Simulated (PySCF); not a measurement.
Compound: VOF3 (singlet state).
Cartesian coordinates in Å at the PBE0-D3(BJ)/def2-SVP level; atoms count from 1:
```xyz
5
F3OV angstrom
O      1.4536   -0.5265   -0.0169
V      0.0148   -0.0028   -0.0079
F      0.0513    1.6580   -0.3642
F     -0.6351   -0.2686    1.5388
F     -0.8673   -0.8543   -1.1842
```

Computed, not measured: core-valence-separated Tamm–Dancoff BHandHLYP/aug-pcX-1 (def2-SVPD on V) in PySCF, non-relativistic, gas phase, PBE0-D3(BJ)/def2-SVP geometry. BHandHLYP without relativity tends to put these K edges a few eV too low, so spacings mean more than positions.

The lowest roots of each edge with f over 0.003 (five at most, numbered afresh; weaker and dark ones are left out), with transition dipoles (au) in the frame of the coordinates:

```json
{"root": "1", "edge": "O", "E (eV)": "529.19", "μx": "0.0171", "μy": "0.0467", "μz": "0.0123"}
{"root": "2", "edge": "O", "E (eV)": "529.19", "μx": "0.0039", "μy": "0.0116", "μz": "-0.0497"}
{"root": "3", "edge": "O", "E (eV)": "530.74", "μx": "-0.0506", "μy": "0.0184", "μz": "0.0003"}
{"root": "4", "edge": "F", "E (eV)": "681.54", "μx": "-0.0070", "μy": "-0.0194", "μz": "-0.0045"}
{"root": "5", "edge": "F", "E (eV)": "681.54", "μx": "-0.0072", "μy": "-0.0194", "μz": "-0.0224"}
{"root": "6", "edge": "F", "E (eV)": "681.54", "μx": "0.0068", "μy": "0.0192", "μz": "-0.0274"}
{"root": "7", "edge": "F", "E (eV)": "681.88", "μx": "-0.0033", "μy": "0.0040", "μz": "0.0240"}
{"root": "8", "edge": "F", "E (eV)": "681.88", "μx": "-0.0309", "μy": "-0.0067", "μz": "-0.0001"}
```

Question: What are the oscillator strengths?

Answer: f = (2/3) ΔE |μ|², with ΔE in hartree (27.2114 eV):

| root | ΔE (Eh) | \|μ\|² (au) | f | core hole on |
| --- | --- | --- | --- | --- |
| 1 | 19.4473 | 0.002618 | 0.034 | O1 |
| 2 | 19.4474 | 0.002616 | 0.034 | O1 |
| 3 | 19.5043 | 0.002898 | 0.038 | O1 |
| 4 | 25.0460 | 0.000447 | 0.007 | F3/F4/F5 |
| 5 | 25.0460 | 0.000931 | 0.015 | F3/F4/F5 |
| 6 | 25.0461 | 0.001162 | 0.019 | F3/F4/F5 |
| 7 | 25.0586 | 0.000602 | 0.010 | F3/F4/F5 |
| 8 | 25.0587 | 0.000997 | 0.017 | F3/F4/F5 |

Question: Molecules are fixed in this frame and the field points along x. What effective strengths 3 f cos²θ do the roots have (θ between field and μ)?

Answer: root 1 (O1): 0.011, root 2 (O1): 0.001, root 3 (O1): 0.100, root 4 (F3/F4/F5): 0.002, root 5 (F3/F4/F5): 0.003, root 6 (F3/F4/F5): 0.002, root 7 (F3/F4/F5): 0.001, root 8 (F3/F4/F5): 0.048. Root 3 is the strongest. Averaged over all orientations cos²θ is 1/3, which gives f back. For degenerate partners only the sum has meaning, as the program may mix them freely.

